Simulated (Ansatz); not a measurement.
Computed with Ansatz (an electronic-structure program) with frozen-core CCSD(T)/cc-pVDZ // r2SCAN-D4/def2-SVP.

Ansatz 0.2 input:
```yaml
crystal:
  periodic: [false, false, false]
  atoms:
    - { symbol: C, position_ang: [-1.685046, -0.661411, 2.014123] }
    - { symbol: O, position_ang: [-1.477968, -0.182165, 0.700626] }
    - { symbol: Si, position_ang: [-0.000155, -0.000445, 0.000068] }
    - { symbol: O, position_ang: [0.969763, 0.709946, 1.123615] }
    - { symbol: C, position_ang: [2.373621, 0.82571, 1.00704] }
    - { symbol: O, position_ang: [-0.235025, 0.86951, -1.376792] }
    - { symbol: C, position_ang: [-1.049304, 2.021558, -1.46359] }
    - { symbol: O, position_ang: [0.74266, -1.398973, -0.447181] }
    - { symbol: C, position_ang: [0.360786, -2.185702, -1.557599] }
    - { symbol: H, position_ang: [-1.442603, -1.736676, 2.093822] }
    - { symbol: H, position_ang: [-1.069448, -0.110507, 2.746135] }
    - { symbol: H, position_ang: [-2.746922, -0.527364, 2.27148] }
    - { symbol: H, position_ang: [2.774362, 1.194142, 1.96383] }
    - { symbol: H, position_ang: [2.840834, -0.147493, 0.777033] }
    - { symbol: H, position_ang: [2.654548, 1.543187, 0.214808] }
    - { symbol: H, position_ang: [-2.055225, 1.8366, -1.048601] }
    - { symbol: H, position_ang: [-1.148829, 2.299862, -2.523978] }
    - { symbol: H, position_ang: [-0.600395, 2.874248, -0.922547] }
    - { symbol: H, position_ang: [-0.612049, -2.680916, -1.385319] }
    - { symbol: H, position_ang: [0.284146, -1.577495, -2.47548] }
    - { symbol: H, position_ang: [1.122251, -2.965618, -1.711498] }
basis:
  gaussian: { orbitals: cc-pVDZ }
correlation:
  method: ccsd_t
```

Output:

```
Functional definition: HF
1729 factors; integrals over basis functions are off by at most 1.3e-3 eV
mean field evaluation 1: about -20321.6868 eV, gradient 4.9e1 eV
mean field evaluation 2: about -20321.9854 eV, gradient 4.9e1 eV
mean field evaluation 4: about -20326.9809 eV, gradient 4.8e0 eV
mean field evaluation 8: about -20327.0478 eV, gradient 1.6e-1 eV
mean field evaluation 16: about -20325.6176 eV, gradient 2.4e1 eV
mean field -20327.04791302 eV, -747.0052326357 hartree, gradient 9.9e-7 eV, S^2 0.000000; 0 other end points of the search recorded, 0 dependent functions left out
13 core orbitals not correlated
reference -20327.04791302 eV, -747.0052326357 hartree; 28, 28 occupied and 149, 149 virtual orbitals, 1729 factors
second order -37.95674888 eV of doubles, -0.00000000 eV of singles
cycle   1  -38.96827609 eV  change    -1.0e0 eV  update   1.4e-1
cycle   2  -39.93956452 eV  change   -9.7e-1 eV  update   3.8e-2
cycle   3  -40.17615785 eV  change   -2.4e-1 eV  update   1.9e-2
cycle   4  -40.16713008 eV  change    9.0e-3 eV  update   3.7e-3
cycle   5  -40.16714706 eV  change   -1.7e-5 eV  update   1.5e-3
cycle   6  -40.16806551 eV  change   -9.2e-4 eV  update   4.2e-4
cycle   7  -40.16780557 eV  change    2.6e-4 eV  update   1.6e-4
cycle   8  -40.16770369 eV  change    1.0e-4 eV  update   4.4e-5
cycle   9  -40.16770482 eV  change   -1.1e-6 eV  update   1.6e-5
perturbative correction -1.02871685 eV, -0.0378046469 hartree
Total energy: -20368.24433469 eV, -748.5191732079 hartree
```

Cost: very roughly 11 core-minutes.
